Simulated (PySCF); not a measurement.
LaF: from constants to spectrum

RHF-CCSD(T) constants of LaF, singlet, about 0.1 electrons in the 4f shell (Mulliken) (La x2c-SVPall, F x2c-SVPall; spin-free X2C with a Gaussian nucleus (PySCF 2.14); masses 138.9063 and 18.9984 u):

| Property | Result |
| --- | --- |
| ωe | 620.9 cm⁻¹ |
| ωexe | 2.18 cm⁻¹ |
| Be | 0.24162 cm⁻¹ |
| αe | 0.00108 cm⁻¹ |
| D (centrifugal) | 1.46e-07 cm⁻¹ |

(1) Give the vibrational terms G(v) and spacings up to v = 6.

Correlated steps freeze 19 core orbitals. These are scalar-relativistic numbers at best; spin–orbit coupling would shift them, the dissociation energy most.

## Answers

(1) G(v) = ωe(v+½) − ωexe(v+½)².

```csv
v,G(v) (cm⁻¹),G(v) − G(v−1),Bv (cm⁻¹)
0,310,,0.2411
1,926,617,0.2400
2,1539,612,0.2389
3,2146,608,0.2378
4,2750,603,0.2368
5,3349,599,0.2357
6,3944,595,0.2346
```
